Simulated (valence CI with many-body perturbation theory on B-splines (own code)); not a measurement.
**Cl XI: key properties**

Calculated by relativistic CI+MBPT: five valence electrons over a frozen Dirac-Fock core [He], radial functions for each j: 11 s, 11 p, 10 d, 8 f, 5 g, 2 h, with the one-electron correlation potential Σ1 (screened to all orders), the two-electron term Σ2, the three-electron term Σ3, Breit, model QED; selected single and double excitations, second order for the rest, scaled by the run's own slope (own B-spline code, finite nucleus).

No measured spectrum was set against this ion. As an estimate, levels of excited configurations hold to 0.05 to 0.15 % of their energy, terms of the ground configuration to about 0.5 %. Among the levels kept, up to 4800 cm⁻¹ of a level comes from second order outside the variational space, and about a tenth of that is noise between levels of different J, which matters for small intervals.

Rates and lifetimes use the calculated energies. Strong lines usually hold to 10 to 20 %, long lifetimes can be off by a factor of two.

What is the ground level?

2s²2p³ ⁴S°_3/2, composition 99 % 2s²2p³ ⁴S°, g = 1.997.

Among levels below 404.27 eV, which E1 lines absorb most strongly from the ground level?

to 2s²2p²3d ⁴P_5/2 at 3.634 nm, f = 0.718; to 2s²2p²3d ⁴P_3/2 at 3.629 nm, f = 0.514; to 2s²2p²3d ⁴P_1/2 at 3.627 nm, f = 0.267.

Where does the other parity begin?

At 2s2p⁴ ⁴P_5/2, 51.09 eV.

Name the longest-lived excited levels whose lifetime is computed, and their main decay.

2s²2p³ ²D°_5/2 at 11.29 eV lives 945 ms, mostly by M1 to 2s²2p³ ⁴S°_3/2; 2s²2p³ ²D°_3/2 at 11.04 eV lives 24.8 ms, mostly by M1 to 2s²2p³ ⁴S°_3/2; 2s²2p³ ²P°_1/2 at 17.16 eV lives 2.61 ms, mostly by M1 to 2s²2p³ ⁴S°_3/2.

How well does LS coupling describe the low levels?

Among the lowest 20 levels the leading LS term, summed over configurations, holds 98 % on average. For single configurations the figures are 97 % in LS and 70 % in jj coupling. Terms mix most in the J = 3/2 level at 17.54 eV, where the leading one holds 94 %.

What is the ionisation energy?

529.7 eV; NIST lists 530 ± 0.4 eV (semi-empirical).
